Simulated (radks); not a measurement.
All-electron atom: Gd+ in [Xe] 4f7 5d1 6s1.

Calculated with a radial shooting solver on a logarithmic mesh with Libxc functionals: scalar-relativistic Kohn-Sham, SCAN, spin-unpolarised, spherical densities, finite nucleus; meta-GGA in the generalised Kohn-Sham scheme; Fermi nuclear charge, rms radius 5.1569 fm.

Energy parts (hartree):
total: -11271.7362
kinetic: 12102.5146
electron-nucleus: -27478.3130
Hartree: 4353.4766
exchange-correlation: -249.4143

Orbitals (lengths in bohr, moments of r in powers of bohr; <r^-3> diverges for s and p1/2; r(max) is where P^2 peaks):
1s: occ. 2; eigenvalue (hartree) -1843.947; r(max) 0.01392
2s: occ. 2; eigenvalue (hartree) -305.4816; r(max) 0.07892
2p: occ. 6; eigenvalue (hartree) -271.7242; <r^-3> 11430; r(max) 0.06396
3s: occ. 2; eigenvalue (hartree) -68.26248; r(max) 0.2238
3p: occ. 6; eigenvalue (hartree) -57.72748; <r^-3> 2403; r(max) 0.2198
3d: occ. 10; eigenvalue (hartree) -43.83292; <r^-3> 322.9; r(max) 0.1803
4s: occ. 2; eigenvalue (hartree) -14.08589; r(max) 0.5158
4p: occ. 6; eigenvalue (hartree) -10.59499; <r^-3> 532.2; r(max) 0.5381
4d: occ. 10; eigenvalue (hartree) -5.75671; <r^-3> 60.18; r(max) 0.5589
4f: occ. 7; eigenvalue (hartree) -0.54912; <r^-3> 8.072; r(max) 0.5669
5s: occ. 2; eigenvalue (hartree) -2.10470; r(max) 1.192
5p: occ. 6; eigenvalue (hartree) -1.25873; <r^-3> 72.60; r(max) 1.358
5d: occ. 1; eigenvalue (hartree) -0.30380; <r^-3> 3.387; r(max) 1.955
6s: occ. 1; eigenvalue (hartree) -0.34238; r(max) 3.260

The highest occupied level is 5d at -8.267 eV. Summed over all electrons, <r^2> = 59.27 bohr^2, which gives a Langevin (diamagnetic) susceptibility term of -46.9 x 10^-6 cm^3/mol. The electron density at the nucleus is 6.58e+05 e/bohr^3 (large components only). The density falls to 0.001 e/bohr^3 at r = 4.61 bohr. For comparison, the ionisation energy in NIST's Atomic Spectra Database is 12.08 eV (semi-empirical). In exact Kohn-Sham theory the highest level is minus the ionisation energy, but local and semilocal functionals leave it too shallow, through self-interaction and a potential that decays too fast; potentials with the right tail come closer.

Beside tabulated values, note that spin-unpolarised runs miss the spin-polarisation part of the exchange energy of open shells.
